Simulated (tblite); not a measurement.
Isomers of C4H4FNO2. Computed values, GFN2-xTB/tblite, gas phase, harmonic and unscaled. This tight-binding method is rough: wavenumbers can miss measured ones by several per cent, in bad cases by 10 to 20. One conformer each.

Electronic energies: GFN2-xTB at the same geometries; isomer energies are rough at this level and their order can be wrong.

```
                 SMILES  electronic energy, lowest = 0 (kcal/mol)
        O=CC(=O)N/C=C/F                                      12.1
 N#C[C@@H]1CO[C@H](F)O1                                       0.0
        C=N/C(F)=C\OC=O                                      15.0
        O=CC(=O)N/C=C\F                                      11.5
N#C[C@@H]1CO[C@@H](F)O1                                       0.0
        C=N/C(F)=C/OC=O                                      14.9
     COC(=O)[C@H](F)C#N                                      12.5
```

Problem. How do GFN2-xTB zero-point energies change the relative energies?

Solution. 
```tsv
SMILES	ZPE (kcal/mol)	of it from modes above 1550 cm⁻¹	electronic (kcal/mol)	with ZPE, lowest = 0 (kcal/mol)	lowest mode (cm⁻¹)	rings
N#C[C@@H]1CO[C@@H](F)O1	50.4	20.4	0.0	0.0	49	1
N#C[C@@H]1CO[C@H](F)O1	50.5	20.4	0.0	0.0	51	1
O=CC(=O)N/C=C\F	48.6	25.2	11.5	9.7	78	0
O=CC(=O)N/C=C/F	48.5	25.2	12.1	10.3	94	0
COC(=O)[C@H](F)C#N	48.7	23.1	12.5	10.8	8i	0
C=N/C(F)=C/OC=O	48.0	24.5	14.9	12.5	59	0
C=N/C(F)=C\OC=O	47.9	24.4	15.0	12.5	48	0
```

The zero-point energies span 2.6 kcal/mol, from `C=N/C(F)=C\OC=O` to `N#C[C@@H]1CO[C@H](F)O1`. Slightly imaginary modes are left out of the zero-point energy: `COC(=O)[C@H](F)C#N` 7.9i cm⁻¹. The order is unchanged, ties at the printed digit aside.

Problem. What do entropy and thermal enthalpy add at 298.15 K and 1 bar (rigid rotor, harmonic oscillator, one conformer each)?

Solution. 
| SMILES | point group | symmetry number | S (cal/(mol K)) | H − H(0) (kcal/mol) | ZPE + H − H(0) − TS (kcal/mol) |
| --- | --- | --- | --- | --- | --- |
| N#C[C@@H]1CO[C@@H](F)O1 | C1 | 1 | 84.1 | 4.93 | 30.3 |
| N#C[C@@H]1CO[C@H](F)O1 | C1 | 1 | 83.9 | 4.91 | 30.4 |
| O=CC(=O)N/C=C\F | Cs | 1 | 89.8 | 5.69 | 27.6 |
| O=CC(=O)N/C=C/F | Cs | 1 | 89.7 | 5.74 | 27.5 |
| C=N/C(F)=C/OC=O | Cs | 1 | 89.7 | 5.70 | 26.9 |
| C=N/C(F)=C\OC=O | Cs | 1 | 90.0 | 5.72 | 26.8 |

Not tabulated: `COC(=O)[C@H](F)C#N` (lowest mode only 8i cm⁻¹).
